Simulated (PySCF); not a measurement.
# Ionising GaO

ROHF-CCSD(T); basis Ga def2-TZVPPD, O def2-TZVPPD; no relativity; PySCF 2.14. Neutral (ROHF): doublet (σ ↑), Re = 1.708 Å, ωe = 756 cm⁻¹, De = 4.20 eV.

GaO⁻ (RHF): singlet (closed shell), Re = 1.726 Å, ωe = 792 cm⁻¹. The energies at the minima are -1998.54524 hartree for GaO and -1998.64086 for GaO⁻.

Problem. Work out the adiabatic electron affinity, without and with harmonic zero-point energies (1 hartree = 27.2114 eV, 1 eV = 8065.5 cm⁻¹), and the change of the bond length.

Solution. At CCSD(T): 0.09562 hartree = 2.602 eV between the minima; the zero-point term (756.0 − 792.0)/2 cm⁻¹ = -0.002 eV makes it 2.600 eV. Re changes by +1.8 pm against the neutral. The electron enters a σ orbital, and the longer bond of the ion fits an antibonding orbital, or a change in how ionic the bond is.

Correlated steps freeze 10 core orbitals. The CCSD T1 diagnostic is raised in GaO, GaO⁻, a sign that a single reference may not be enough there. States were picked by a PBE0 search and need not be the measured ground states.
